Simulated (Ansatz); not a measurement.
Reaction (SMILES): CCC(C)CC → CC[C](C)CC + H atom (the C-H bond at the site shown breaks; other sites are not compared here)
Geometries: B3LYP-D3(BJ)/def2-TZVP minima from Ansatz (a first-principles code), one conformer each, not searched for the lowest.

Wanted: bond dissociation energy (electronic energy difference), in kcal/mol. Correlated levels leave the core frozen unless marked. UHF or UKS for open shells. Spin-orbit coupling is left out. Non-relativistic. Basis-set limits of correlation are two-point, X^-3; Hartree-Fock from the larger set. [CCSD(T)-MP2]/basis is that difference in the basis named.

```tsv
level	program	bond dissociation energy (kcal/mol)
HF/STO-3G	Ansatz	103.7
HF/cc-pVDZ	Ansatz	78.3
```

Problem. What does RI-MP2/CBS(cc-pVTZ,cc-pVQZ)+[CCSD(T)-MP2]/cc-pVTZ (Ansatz) give?

Solution. 105.2 kcal/mol, so HF/cc-pVDZ differs from it by -26.9 kcal/mol.
